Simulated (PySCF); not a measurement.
# Bond energies at r²SCAN/def2-SVP beside a composite method

PySCF, lowest determinants of a PBE0 search. The composite is CCSD(T) extrapolated to the basis-set limit from two correlation-consistent sets, with core-valence (CV) and scalar-relativistic (SR) terms as its label shows; it has no spin–orbit coupling and nothing beyond (T).

| species | state (unpaired electrons) | De r²SCAN (eV) | De composite (eV) | composite | dissociates to |
| --- | --- | --- | --- | --- | --- |
| CdI | doublet (σ ↑) | 1.39 | 1.13 | CCSD(T)/CBS(DT) | Cd + I |
| AsS | doublet (π ↑) | 3.97 | 3.80 | CCSD(T)/CBS(DT) | As + S |
| LiO | doublet (π ↑) | 3.51 | 3.68 | CCSD(T)/CBS(TQ)+CV+SR | Li + O |
| InF⁺ | doublet (σ ↑) | 1.29 | 1.11 | CCSD(T)/CBS(DT) | In⁺ + F |
| SbH | triplet (π ↑↑) | 2.60 | 2.62 | CCSD(T)/CBS(DT) | Sb + H |
| TlI | singlet (closed shell) | 3.63 | 3.57 | CCSD(T)/CBS(DT)+CV | Tl + I |
| CsF | singlet (closed shell) | 4.79 | 5.28 | CCSD(T)/CBS(DT)+CV | Cs + F |
| InO⁺ | triplet (π ↑↑) | 0.36 | 0.19 | CCSD(T)/CBS(DT) | In⁺ + O |

Question: Does r²SCAN bind more or less than the composite, by how much on average, and where is the difference largest?

Answer: r²SCAN/def2-SVP binds about as much on average, method and basis taken together: the mean signed difference is +0.02 eV and the mean absolute one 0.19 eV; it is largest for CsF (-0.49 eV).

The molecules are drawn from runs that passed checks on state, spin purity and fit, so the hardest cases are missing and the errors look smaller than over all diatomics.

Correlated steps freeze the inner cores (2 to 24 orbitals); shallow outer-core shells are correlated. Weak bonds: InO⁺. Basis-set superposition, not corrected here, can be much of De in a small basis, most of all at correlated wavefunction levels. Functionals without a dispersion term scatter widely for such bonds, and LDA overbinds them. Spin–orbit coupling is left out, which matters for elements this heavy, above all for dissociation energies. For an ion De counts to the pair picked by the measured ionisation energies or electron affinities, which need not be the lowest pair at this level. Where the molecule has an RHF reference, its open-shell atoms are computed with UHF. States were picked by a PBE0 search and need not be the measured ground states.
